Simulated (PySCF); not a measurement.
AlH2O2, SMILES [OH][Al][OH], multiplicity 2. Atoms are numbered in the order given.

```xyz
5

Al     0.0000     0.0000    -0.5167
O      0.0000    -1.5067     0.2679
H      0.0000    -1.6426     1.2151
O      0.0000     1.5067     0.2679
H      0.0000     1.6426     1.2151
```
Charge 0, spin multiplicity 2.

Geometry: PBE0-D3(BJ)/def2-TZVP. The spin state was assumed, not searched. The isomer is the one that the SMILES or the coordinates give; other isomers of the formula were not compared. Other conformers were not sampled.

These are PBE0/pcH-1 in PySCF values and carry that method's errors.

Unrestricted Kohn–Sham, ⟨S²⟩ = 0.751. Hyperfine tensors hold the contact and dipolar terms, without spin-orbit corrections.

Task: Estimate the hyperfine couplings. (Estimate from the structure and the level; the computed values follow.)

Result: 
| nucleus | A(iso) (MHz) | A(iso) (G) | dipolar principal values (MHz) |
|---|---|---|---|
| 27Al no. 1 | 1446.7 | 516.2 | -45.2, -39.1, 84.2 |
| 17O no. 2 | -111.3 | -39.7 | -12.8, 4.3, 8.6 |
| 1H no. 3 | 30.5 | 10.9 | -3.3, -1.9, 5.2 |
| 17O no. 4 | -111.3 | -39.7 | -12.8, 4.3, 8.6 |
| 1H no. 5 | 30.5 | 10.9 | -3.3, -1.9, 5.2 |

Task: And the g tensor (effective nuclear charges for spin-orbit coupling, GIAO)? (Estimate from the structure and the level; the computed values follow.)

Result: principal values 1.9992, 2.0011, 2.0016; isotropic 2.0006.
